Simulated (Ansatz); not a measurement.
Basis sets compared for cis-VF2(H2O)4 (VO4F2H8). Charge 0, multiplicity 4. Geometry PBE-D4/def2-SVP. Ansatz on 4 threads of Arm Neoverse V2 on a shared host; times are rough, and most runs start from earlier orbitals.

```tsv
atom	x (Å)	y (Å)	z (Å)
F1	-0.5889	-1.8819	-0.4081
F2	-1.6603	1.1286	0.1561
O3	0.6084	2.1069	0.3248
O4	1.7931	-1.3026	-0.0559
O5	0.0296	-0.2709	-2.1640
O6	-0.5695	0.0900	2.1036
V7	0.0247	0.0083	0.0028
H8	0.8329	2.2160	1.2700
H9	-0.3957	2.1977	0.2983
H10	2.2208	-1.1930	-0.9280
H11	1.0604	-1.9750	-0.2239
H12	-0.7015	0.2552	-2.5403
H13	-0.4009	-1.1312	-1.8432
H14	-0.8999	-0.7917	2.3610
H15	-1.3530	0.5437	1.6468
```

No other spin state of charge 0 was run. Another isomer (quartet) lies 0.04 eV lower at PBE-D4/def2-SVP; other spin states weren't run for this one.

Binding counts from free atoms (F doublet, O triplet, V quartet, H doublet) in the same basis, without a counterpoise term.

```tsv
level	functions	energy (Eh)	HOMO (eV)	LUMO (eV)	binding per atom (eV)	wall time
HF/STO-3G	56	-1429.2569	-3.66	11.44	2.38	0.45 s
PBE-D4/def2-SVP	155	-1448.3316	-2.57	-0.95	–	3.2 s
PBE0-D4/def2-SVP	155	-1448.3638	-4.85	-0.17	3.65	4.5 s
```

Task: Estimate the rows for HF/def2-TZVP, PBE-D4/def2-TZVP (with forces), PBE0-D4/def2-TZVP.

Result: 
| level | functions | energy (Eh) | HOMO (eV) | LUMO (eV) | binding per atom (eV) | wall time |
| --- | --- | --- | --- | --- | --- | --- |
| HF/def2-TZVP | 279 | -1446.3162 | -11.08 | 1.95 | 2.47 | 17 s |
| PBE-D4/def2-TZVP (with forces) | 279 | -1449.0805 | -3.11 | -1.24 | – | 6 s |
| PBE0-D4/def2-TZVP | 279 | -1449.1002 | -5.23 | -0.38 | – | 16 s |
